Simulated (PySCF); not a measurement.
Mg(SH)(SMe), SMILES C[S][Mg][SH] (CH4MgS2) (PBE0/def2-SVP optimised geometry):

```
8

Mg    -0.724     1.120     0.000
S     -3.032     1.196    -0.004
H     -3.134     0.356    -1.060
S      1.581     1.120     0.000
C      2.036    -0.212     1.174
H      1.685    -0.005     2.195
H      3.134    -0.253     1.196
H      1.667    -1.196     0.853
```

Level of theory: PySCF with PBE0/def2-TZVP.

**Question.** What are the frontier orbital energies and the dipole moment?

**Answer.** HOMO-2 -7.40 eV, HOMO-1 -7.19 eV, HOMO -6.65 eV, LUMO -1.41 eV, LUMO+1 -0.60 eV; dipole moment 1.57 D.

Meta-Löwdin charges at PBE0/def2-TZVP: Mg1 1.32, S2 -0.77, H3 0.10, S4 -0.64, C5 -0.39, H6 0.12, H7 0.14, H8 0.12.
